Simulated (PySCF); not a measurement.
C3HBrF2.

```xyz
7

F     -2.8057     0.2412     1.0819
C     -2.1005    -0.0263     0.0000
F     -2.8057     0.2412    -1.0819
C     -0.8833    -0.5070     0.0000
C      0.3407    -0.9508     0.0000
Br     1.8784     0.1878     0.0000
H      0.6174    -2.0093     0.0000
```

Geometry: B3LYP-D3(BJ)/def2-SVP.

Level of theory: KT2/pcSseg-1 in PySCF. Non-relativistic, no solvent.

Give the absolute GIAO shielding of each atom: isotropic value and principal components (ppm). (Estimate from the structure and the level; the computed values follow.)


```tsv
atom	σ(iso)	σ11	σ22	σ33	span
F1	234.5	214.8	221.9	266.8	52.0
C2	26.3	-9.1	25.9	62.0	71.1
F3	234.5	214.8	221.9	266.8	52.0
C4	9.6	-35.6	1.8	62.7	98.3
C5	73.6	6.0	78.8	136.0	130.0
Br6	1770.7	1108.8	1531.2	2672.0	1563.2
H7	24.1	18.5	23.9	29.9	11.4
```
